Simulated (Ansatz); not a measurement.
Consider the ligand exchange at a Ge–C bond: `[OH][GeH2][C]#C[SiH3]` + `O[SiH3]` → `[OH][GeH2][O][SiH3]` + `C#C[SiH3]`.

Gas-phase electronic energies from Ansatz, PBE0-D4/def2-TZVP geometries. CCSD(T)/CBS adds triple-zeta CCSD(T) − MP2 to the extrapolated MP2 energy (def2 sets, frozen cores). DFT in def2-TZVPP. B3LYP here is the variant with VWN-RPA as its local correlation; programs differ in this. For Ge outer-core shells are correlated without core-valence functions, which leaves a few kJ/mol of doubt a bond. Scalar relativity is left out up to krypton. One conformer a species, not always the lowest.

(1) Is it downhill or uphill in electronic energy at CCSD(T)/CBS, and by how much? (Estimate.)

(2) What do these levels give: PBE-D4, r2SCAN-D4, PBE0-D4, B3LYP-D4, ωB97X-V, PBE, PBE0, B3LYP, MP2/def2-TZVPP, CCSD(T)/def2-TZVPP, SCS-MP2/def2-QZVPP, CCSD/CBS(def2)? (Best estimate.)

Largest T1 diagnostic among the species: 0.013.

Answers

(1) Computed: Downhill: ΔE = -0.39 eV.

(2) Computed: PBE-D4 -0.32, r2SCAN-D4 -0.39, PBE0-D4 -0.34, B3LYP-D4 -0.41, ωB97X-V -0.42, PBE -0.31, PBE0 -0.32, B3LYP -0.39, MP2/def2-TZVPP -0.35, CCSD(T)/def2-TZVPP -0.37, SCS-MP2/def2-QZVPP -0.40, CCSD/CBS(def2) -0.40 eV.

In def2-TZVPP, CCSD(T) changes the Hartree–Fock value by +0.12 eV (the triples alone add +0.02 eV) and MP2 by +0.14 eV.
